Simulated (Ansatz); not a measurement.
Z-matrix (Å, degrees):
```
P
O 1 1.645
O 1 1.645 2 99.7
O 1 1.645 2 99.7 3 101.7
P 2 1.645 1 126.6 3 -50.9
P 3 1.645 1 126.6 2 50.9
P 4 1.645 1 126.6 2 -50.9
O 5 1.645 2 99.7 1 -50.9
O 5 1.645 2 99.7 1 50.9
O 6 1.645 3 99.7 1 50.9
```

Charge 0, multiplicity 1.

List the r2SCAN/def2-TZVPP orbital energies in eV (Ansatz 0.2.0). (Best estimate.)

The calculation gave: Occupied: -2091.98, -2091.98, -2091.98, -2091.98, -517.26, -517.26, -517.26, -517.26, -517.26, -517.26, -178.97, -178.97, -178.97, -178.97, -128.51, -128.51, -128.51, -128.51, -128.51, -128.51, -128.51, -128.51, -128.32, -128.32, -128.32, -128.32, -30.16, -28.26, -28.26, -28.26, -27.10, -27.10, -18.19, -18.19, -18.19, -14.63, -14.63, -14.63, -13.97, -12.16, -12.16, -12.16, -10.33, -10.33, -10.33, -10.06, -9.59, -9.59, -9.12, -9.12, -9.12, -7.18, -7.18, -7.18. Lowest empty: -2.14, -2.14, -0.42, -0.42, -0.42, 0.67, 0.67, 0.67.
